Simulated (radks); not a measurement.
Values are calculated unless marked as measured or tabulated.
Question: The table gives one normalised radial function P(r) = r R(r) of Cs+ in [Kr] 4d10 5s2 5p5 6f1 (r in bohr). Level of theory: scalar-relativistic Kohn-Sham, BLYP, spin-polarised, spherical densities, point nucleus; open shells are filled with parallel spins first (spin-orbit coupling, left out, can overturn this in heavy ions) (a radial shooting solver on a logarithmic mesh with Libxc functionals).

r	P
0.006093	0.0122
0.007266	0.0165
0.008595	0.0218
0.01025	0.0290
0.01212	0.0378
0.01446	0.0494
0.0171	0.0631
0.02039	0.0804
0.02432	0.1005
0.02877	0.1217
0.0343	0.1445
0.04058	0.1646
0.04838	0.1799
0.05724	0.1844
0.06825	0.1725
0.08074	0.1400
0.09627	0.0805
0.1148	-0.0035
0.1358	-0.0979
0.1619	-0.1931
0.1916	-0.2565
0.2284	-0.2662
0.2702	-0.2032
0.3222	-0.0620
0.3811	0.1180
0.4545	0.2995
0.542	0.4063
0.6411	0.3876
0.7645	0.2261
0.9043	-0.0326
1.078	-0.3439
1.276	-0.6047
1.521	-0.7764
1.799	-0.8155
2.146	-0.7351
2.559	-0.5738
3.027	-0.3965
3.609	-0.2324
4.269	-0.1190
5.091	-0.0484
6.022	-0.0166
7.181	-0.0041
8.495	-0.0008
10.13	-0.0001
12.08	0.0000
14.29	0.0000
17.04	0.0000
20.15	0.0000
24.03	0.0000
28.43	0.0000
33.9	0.0000
40.1	0.0000
47.82	0.0000

Which n and l does it have? It may be an empty orbital.

Answer: n = 5, l = 1: the number of nodes gives n - l - 1 = 3, the rise at small r (about r^(l+1), flatter next to the nucleus through relativity) gives l, and the extent must fit the shell. The curve is that of 5p down; the table hardly tells the two spins apart. 5p down: eigenvalue -25.868 eV, 3 radial nodes at r = 0.114, 0.342, 0.887 bohr, <r> = 2.00 bohr, 90 % of the charge inside 2.93 bohr.
